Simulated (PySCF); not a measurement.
# Potential energy of BPb along the bond

Set-up: PySCF, scalar-relativistic core potentials, basis sets B def2-TZVPP, Pb def2-TZVPP with ECP60. Energies in eV from B + Pb in their ground configurations at the same level. State: ⁴Σ⁻ (quartet), unpaired electrons σ ↑, π ↑↑.

All columns are UHF. A positive dipole means B(−)Pb(+).

```csv
R (Å),E (eV),μ (D),Mulliken charge on B (basis-dependent),HOMO (eV),LUMO (eV),Mayer bond order,⟨S²⟩
1.935,-0.471,1.06,-0.23,-8.45,0.08,2.06,3.76
2.025,-0.898,1.24,-0.23,-8.15,0.15,2.00,3.76
2.115,-1.122,1.35,-0.23,-7.86,0.21,1.93,3.76
2.183,-1.196,1.35,-0.22,-7.67,0.26,1.85,3.76
2.250,-1.215,1.30,-0.20,-7.50,0.31,1.76,3.76
2.317,-1.195,1.17,-0.17,-7.36,0.36,1.66,3.77
2.408,-1.130,0.93,-0.12,-7.19,0.41,1.52,3.77
2.520,-1.015,0.53,-0.06,-7.01,0.46,1.33,3.77
2.655,-0.860,0.00,0.00,-6.86,0.45,1.10,3.77
2.835,-0.667,-0.59,0.06,-6.73,0.44,0.80,3.77
```

A fit through these points gives, at Re = 2.244 Å, μ = 1.30 D and dμ/dR = -1.28 D/Å; the reduced mass is 10.46 u.

Q: How strong is the fundamental in the double-harmonic approximation, I = 42.26·(dμ/dR)²/μred km/mol?

A: I = 42.26·(-1.28)²/10.46 = 6.62 km/mol at UHF.

Spin–orbit coupling is left out, which matters for elements this heavy, above all for dissociation energies. Hartree–Fock leaves out correlation, which carries a large part of most bond energies and some tenths to 1 eV of ionisation energies. The state was picked by a PBE0 search and need not be the measured ground state.
